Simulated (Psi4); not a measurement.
Psi4 input (wB97X-D/6-31G*):

```
memory 1500 MB

molecule {
0 2
C    -2.29522800   -0.84477800    0.10040700
Si   -1.01756400    0.45249500   -0.28357800
O     0.48113900   -0.18633900   -0.04064500
Si    2.08400600    0.07826700    0.17341400
H    -2.16635100   -1.71929100   -0.54011400
H    -2.22176600   -1.16920700    1.14004800
H    -3.30110200   -0.44983000   -0.06206500
H    -1.12439300    0.89382900   -1.69507500
H    -1.18654200    1.63566200    0.59604500
H     2.70206200   -1.19906100    0.62167100
H     2.29015100    1.13660000    1.20450300
symmetry c1
no_reorient
no_com
}

set {
  basis 6-31G*
  reference uks
  scf_type pk
  dft_radial_points 99
  dft_spherical_points 590
  e_convergence 1e-8
  d_convergence 1e-7
  maxiter 150
}

e = energy('wb97x-d')
print_out(f'\nFINAL {e:.10f} DIPOLE {variable("CURRENT DIPOLE")[0]:.6f} {variable("CURRENT DIPOLE")[1]:.6f} {variable("CURRENT DIPOLE")[2]:.6f}\n')
```

From the output:

```
              A
    DOCC [    24 ]
    SOCC [     1 ]
    NA   [    25 ]
    NB   [    24 ]

  @UKS Final Energy:  -696.47117988744685

   => Energetics <=

    Nuclear Repulsion Energy =            215.1346120016424095
    One-Electron Energy =               -1389.7638052750478437
    Two-Electron Energy =                 519.9063744272108352
    DFT Exchange-Correlation Energy =     -41.7448447070797712
    Empirical Dispersion Energy =          -0.0035163341723897
    VV10 Nonlocal Energy =                  0.0000000000000000
    Total Energy =                       -696.4711798874468514

  UHF NO Occupations:
  HONO-2 :   23  A 1.9999264
  HONO-1 :   24  A 1.9994792
  HONO-0 :   25  A 1.0000000
  LUNO+0 :   26  A 0.0005208
  LUNO+1 :   27  A 0.0000736
  LUNO+2 :   28  A 0.0000585
  LUNO+3 :   29  A 0.0000177

Computation Completed

Properties will be evaluated at   0.000000,   0.000000,   0.000000 [a0]

Properties computed using the SCF density matrix

 Multipole Moments:

 ------------------------------------------------------------------------------------
     Multipole            Electronic (a.u.)      Nuclear  (a.u.)        Total (a.u.)
 ------------------------------------------------------------------------------------

 L = 1.  Multiply by 2.5417464519 to convert [e a0] to [Debye]
 Dipole X            :         -0.2936741           -0.0000170           -0.2936911
 Dipole Y            :         -0.0476532           -0.0000189           -0.0476721
 Dipole Z            :          0.0486060           -0.0000019            0.0486041
 Magnitude           :                                                    0.3014788

 ------------------------------------------------------------------------------------

FINAL -696.4711798874 DIPOLE -0.293691 -0.047672 0.048604

*** Psi4 exiting successfully. Buy a developer a beer!
```

The geometry given is a B3LYP-D3(BJ)/def2-TZVP minimum.
